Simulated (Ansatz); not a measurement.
System: SiH$_{3}$F, charge 0, singlet. SiH3F (fluorosilane, SMILES F[SiH3]).
B3LYP-D3(BJ)/def2-TZVP minimum from Ansatz (a first-principles code):
```
Si
F 1 1.6061
H 1 1.4771 2 108.27
H 1 1.4771 3 110.64 2 -118.50
H 1 1.4771 3 110.64 4 -122.99
```
Charge 0, spin multiplicity 1.

Quantity: atomisation energy (electronic, to ground-state atoms), in kcal/mol. Radicals and triplets start from unrestricted determinants; spin-orbit coupling is neglected. Correlated methods leave the cores frozen. Rows without X2C or -DK are non-relativistic. CBS(X,Y): correlation extrapolated as X^-3, Hartree-Fock from the larger set (Q,5: extrapolated as (X+1)exp(-9√X)). A bracket is a step between two methods taken in the basis named. '+ core + X2C': CCSD(T) terms for core correlation (cc-pwCVTZ, 1s frozen past Ne) and scalar relativity (cc-pVTZ-DK). For partners of very few electrons the exact lower level stands in for a higher one.

```
level                                 program  atomisation energy (kcal/mol)
------------------------------------  -------  -----------------------------
CCSD(T)/CBS(cc-pV(Q+d)Z,cc-pV(5+d)Z)   Ansatz                          383.1
```

Question: Estimate the value at CCSD(T)/CBS(cc-pV(Q+d)Z,cc-pV(5+d)Z) + [CCSDT(Q) - CCSD(T)]/cc-pV(T+d)Z + [CCSDTQ - CCSDT(Q)]/cc-pV(D+d)Z + core + X2C (Ansatz).

Answer: 381.8 kcal/mol; the difference of CCSD(T)/CBS(cc-pV(Q+d)Z,cc-pV(5+d)Z) is 1.3 kcal/mol.
